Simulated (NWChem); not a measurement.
System: SiClF, singlet; SMILES F[Si]Cl

NWChem printed, in part:

```
             Northwest Computational Chemistry Package (NWChem) 7.3.0
             --------------------------------------------------------

 CS  symmetry detected

                             Geometry "geometry" -> ""
                             -------------------------

 Output coordinates in angstroms (scale by  1.889725989 to convert to a.u.)

  No.       Tag          Charge          X              Y              Z
 ---- ---------------- ---------- -------------- -------------- --------------
    1 Si                  14.0000     0.66778729    -0.60753156     0.00000000
    2 F                    9.0000    -0.68172701    -1.55097155     0.00000000
    3 Cl                  17.0000    -0.18902817     1.32142269     0.00000000

 Effective nuclear repulsion energy (a.u.)     127.9445424933

      Symmetry information
      --------------------

 Group name             Cs
 Group number              2
 Group order               2
 No. of unique centers     3

                                Z-matrix (autoz)
                                --------

 Units are Angstrom for bonds and degrees for angles

      Type          Name      I     J     K     L     M      Value
      ----------- --------  ----- ----- ----- ----- ----- ----------
    1 Stretch                  1     2                       1.64659
    2 Stretch                  1     3                       2.11069
    3 Bend                     2     1     3               101.00709

                           NWChem Geometry Optimization
                           ----------------------------

 maximum gradient threshold         (gmax) =   0.000450
 rms gradient threshold             (grms) =   0.000300
 maximum cartesian step threshold   (xmax) =   0.001800
 rms cartesian step threshold       (xrms) =   0.001200
 fixed trust radius                (trust) =   0.300000
 source of zmatrix                         =   autoz

          -------------------
          Energy Minimization
          -------------------

 Using diagonal initial Hessian
 Scaling for Hessian diagonals: bonds = 1.00  angles = 0.25  torsions = 0.10

          --------
          Step   0

                                 NWChem DFT Module
                                 -----------------

 Summary of "ao basis" -> "ao basis" (spherical)
 ------------------------------------------------------------------------------
       Tag                 Description            Shells   Functions and Types
 ---------------- ------------------------------  ------  ---------------------
 Si                         def2-svp                 8       18   4s3p1d
 F                          def2-svp                 6       14   3s2p1d
 Cl                         def2-svp                 8       18   4s3p1d

      Symmetry analysis of basis
      --------------------------

        a'         36
        a"         14

            General Information
            -------------------
          SCF calculation type: DFT
          Wavefunction type:  closed shell.
          No. of atoms     :     3
          No. of electrons :    40
           Alpha electrons :    20
            Beta electrons :    20
          Charge           :     0
          Spin multiplicity:     1
          Use of symmetry is: on ; symmetry adaption is: on
          Maximum number of iterations: 150
          AO basis - number of functions:    50
                     number of shells:    22
          Convergence on energy requested:  1.00D-06
          Convergence on density requested:  1.00D-05
          Convergence on gradient requested:  5.00D-04

              XC Information
              --------------
                    Becke 1988 Exchange Functional  1.000
              Lee-Yang-Parr Correlation Functional  1.000

             Grid Information
             ----------------
          Grid used for XC integration:  medium
          Radial quadrature: Mura-Knowles
          Angular quadrature: Lebedev.
          Tag              B.-S. Rad. Rad. Pts. Rad. Cut. Ang. Pts.
          ---              ---------- --------- --------- ---------
          Si                  1.10       88           7.0       590
          F                   0.50       49           8.0       434
          Cl                  1.00       88           8.0       590
          Grid pruning is: on
          Number of quadrature shells:   225
          Spatial weights used:  Erf1

      Superposition of Atomic Density Guess
      -------------------------------------

 Sum of atomic energies:        -847.35457490

      Non-variational initial energy
      ------------------------------

 Total energy =    -847.562686
 1-e energy   =   -1429.594243
 2-e energy   =     454.087014
 HOMO         =      -0.286911
 LUMO         =      -0.029567

      Symmetry analysis of molecular orbitals - initial
      -------------------------------------------------

  Numbering of irreducible representations:

     1 a'          2 a"

  Orbital symmetries:

     1 a'          2 a'          3 a'          4 a'          5 a'
     6 a'          7 a"          8 a'          9 a'         10 a'
    11 a"         12 a'         13 a'         14 a'         15 a'
    16 a"         17 a'         18 a"         19 a'         20 a'
    21 a"         22 a'         23 a'         24 a'         25 a'
    26 a"         27 a'         28 a"         29 a'         30 a"

[...]

      ----------------------
      Optimization converged
      ----------------------

  Step       Energy      Delta E   Gmax     Grms     Xrms     Xmax
  ---- ---------------- -------- -------- -------- -------- --------
@    3    -849.28424970 -1.2D-07  0.00010  0.00006  0.00017  0.00038
                                     ok       ok       ok       ok

                                Z-matrix (autoz)
                                --------

 Units are Angstrom for bonds and degrees for angles

      Type          Name      I     J     K     L     M      Value     Gradient
      ----------- --------  ----- ----- ----- ----- ----- ---------- ----------
    1 Stretch                  1     2                       1.64970    0.00010
    2 Stretch                  1     3                       2.12723   -0.00001
    3 Bend                     2     1     3               101.42000   -0.00002

                         Geometry "geometry" -> "geometry"
                         ---------------------------------

 Output coordinates in angstroms (scale by  1.889725989 to convert to a.u.)

  No.       Tag          Charge          X              Y              Z
 ---- ---------------- ---------- -------------- -------------- --------------
    1 Si                  14.0000     0.66723774    -0.61174582     0.00000000
    2 F                    9.0000    -0.68186665    -1.56117631     0.00000000
    3 Cl                  17.0000    -0.18833898     1.33584172     0.00000000

 Effective nuclear repulsion energy (a.u.)     127.1735079415

      Symmetry information
      --------------------

 Group name             Cs
 Group number              2
 Group order               2
 No. of unique centers     3

                Final and change from initial internal coordinates
                --------------------------------------------------

                                Z-matrix (autoz)
                                --------

 Units are Angstrom for bonds and degrees for angles

      Type          Name      I     J     K     L     M      Value       Change
      ----------- --------  ----- ----- ----- ----- ----- ---------- ----------
    1 Stretch                  1     2                       1.64970    0.00310
    2 Stretch                  1     3                       2.12723    0.01654
    3 Bend                     2     1     3               101.42000    0.41290

[...]

 Rotational Constants
 --------------------
 A=   0.748577 cm-1  (  1.077011 K)
 B=   0.141454 cm-1  (  0.203516 K)
 C=   0.118972 cm-1  (  0.171171 K)

 Temperature                      =   298.15K
 frequency scaling parameter      =   1.0000

 Zero-Point correction to Energy  =    2.240 kcal/mol  (  0.003569 au)
 Thermal correction to Energy     =    4.515 kcal/mol  (  0.007195 au)
 Thermal correction to Enthalpy   =    5.107 kcal/mol  (  0.008138 au)

 Total Entropy                    =   66.098 cal/mol-K
   - Translational                =   39.107 cal/mol-K (mol. weight =  81.9442)
   - Rotational                   =   24.353 cal/mol-K (symmetry #  =        1)
   - Vibrational                  =    2.638 cal/mol-K

 Cv (constant volume heat capacity) =    9.594 cal/mol-K
   - Translational                  =    2.979 cal/mol-K
   - Rotational                     =    2.979 cal/mol-K
   - Vibrational                    =    3.635 cal/mol-K

[normal modes left out]

 ----------------------------------------------------------------------------
 Normal Eigenvalue ||           Projected Infra Red Intensities
  Mode   [cm**-1]  || [atomic units] [(debye/angs)**2] [(KM/mol)] [arbitrary]
 ------ ---------- || -------------- ----------------- ---------- -----------
    1       -0.000 ||    0.000156           0.004         0.152       0.059
    2        0.000 ||    0.001262           0.029         1.230       0.474
    3        0.000 ||    0.000549           0.013         0.535       0.206
    4        0.000 ||    0.000211           0.005         0.205       0.079
    5        0.000 ||    0.000026           0.001         0.025       0.010
    6        0.000 ||    0.000167           0.004         0.163       0.063
    7      241.716 ||    0.004327           0.100         4.218       1.625
    8      497.915 ||    0.125800           2.902       122.636      47.237
    9      827.803 ||    0.107188           2.473       104.492      40.248
 ----------------------------------------------------------------------------
```

Level: BLYP/def2-SVP. Low-valent species are run as closed-shell singlets; no triplet was tried in these runs.

Q: Write an input that gives this output.

A: This is not unique; one that fits is the input that was run:
```
start job
memory heap 200 mb stack 900 mb global 1100 mb
geometry units angstroms
  Si     0.662467    -0.599868     0.000000
  F     -0.696492    -1.529652     0.000000
  Cl    -0.174854     1.337628     0.000000
end
basis spherical
  Si library def2-svp
  F library def2-svp
  Cl library def2-svp
end
dft
  xc becke88 lyp
  iterations 150
end
driver
  maxiter 120
end
task dft optimize
task dft freq
```
